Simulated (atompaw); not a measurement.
# Pseudopotential generation for tellurium: PAW (atompaw), PBEsol, scalar-relativistic.

atompaw 4.2.0.5 input, output lines left out:

```
Te 52
GGA-PBESOL scalarrelativistic loggrid 1500 logderivrange -3 5 201
5 5 4 0 0 0
5 1 4
0 0 0
c
c
c
c
v
c
c
c
v
c
c
2
2.20 1.65 2.15 1.60
y
2.65
n
y
2.45
n
y
0.2
y
1.6
n
custom polynom2 7 10 vanderbiltortho besselshape
bessel
2.20
2.00
2.20
2.20
2.20
2.10
```

Poles of the logarithmic derivatives, all-electron (AE) and pseudo (PS). s: poles at 1.1 (AE) and 1.1 (PS) Ry. p: poles at 2.7 (AE) and 2.7 (PS) Ry. d: poles at -2.9 (AE) and 2.0 (PS) Ry. Test radius 2.22 bohr.

- Cutoffs needed: 8 Ry and 15 Ry (the cutoffs (Ry, on a coarse ladder) from which the occupation-weighted sum of valence levels, in a spherical-Bessel basis at the reference potential, stays within 10 and 1 mRy of its value at 400 Ry)
- Ghost test: no extra level below or beside the all-electron valence levels (s, p, d, f tested) (spherical-Bessel basis up to 400 Ry, 20 bohr box)
- Lowest eigenvalue of the overlap operator: 0.28 (s channel)
- Overlap eigenvalues printed by atompaw (projector basis): 0.00492, 0.0701, 1.26, 7.83, 17.7, 956
- Share of each valence orbital outside the PAW sphere: 5s 38 %, 5p 63 %
